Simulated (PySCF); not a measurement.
Two-dimensional NMR puzzle

Compound of formula C$_{7}$H$_{12}$. Correlations simulated from computed shifts and the bond graph:

HSQC (one-bond C–H):
```csv
δH,δC
2.10,39.8
1.60,32.5
1.16,32.5
1.08,39.8
```

COSY cross peaks (H two or three bonds apart, from the bond graph; peaks can be absent where the dihedral angle is near 90°):
```csv
δH,δH
2.10,1.60
2.10,1.16
2.10,1.08
1.60,1.16
```

HMBC (two and three bonds, from the bond graph):
```csv
δH,δC
2.10,"39.8, 39.8, 32.5"
1.60,"39.8, 39.8, 32.5"
1.16,"39.8, 39.8, 32.5"
1.08,"39.8, 32.5"
```

[PySCF: PBE0/pcSseg-1 with gauge-including orbitals; geometry from GFN2-xTB; no solvent model; one conformer; non-relativistic; fast rotation and ring inversion assumed for equivalent nuclei]

Chemical shifts δ = σref − σ; TMS for $^{1}$H (31.72 ppm) and $^{13}$C (186.93 ppm), all at this level.

Exchangeable hydrogens are left out of these lists.

Question: Work out the connectivity.

Answer: SMILES C1C[C@H]2CC[C@@H]1C2.

Structure with atom numbers: `[CH2:1]1[CH2:2][C@@H:3]2[CH2:4][CH2:5][C@H:6]1[CH2:7]2` (H(Xn): hydrogen on atom n). Ha(C4), Ha(C5) are cis to C1 on the ring; Ha(C1), Ha(C2) are cis to C4 on the ring; Hb(C4), Hb(C5) are trans to C1 on the ring; Hb(C1), Hb(C2) are trans to C4 on the ring.

δC 39.8 is C7, an sp3 CH2 in a ring (δH 1.08). δC 39.8 is C3/C6, an sp3 CH in a ring (δH 2.10). δC 32.5 is C1/C2/C4/C5, an sp3 CH2 in a ring (δH 1.60, 1.16). COSY links 2.10–1.60, 2.10–1.16, 2.10–1.08, 1.60–1.16.

The data come from this structure; uniqueness wasn't tested.

Shifts are as computed. Against solution values, carbons near 30 ppm lie about +3 ppm off and those near 130 ppm about +5 ppm. Of 246 compounds with measured shifts, 49 miss one by over three times the rms of a fit or turn the order of signals round; such compounds aren't used in these exercises.
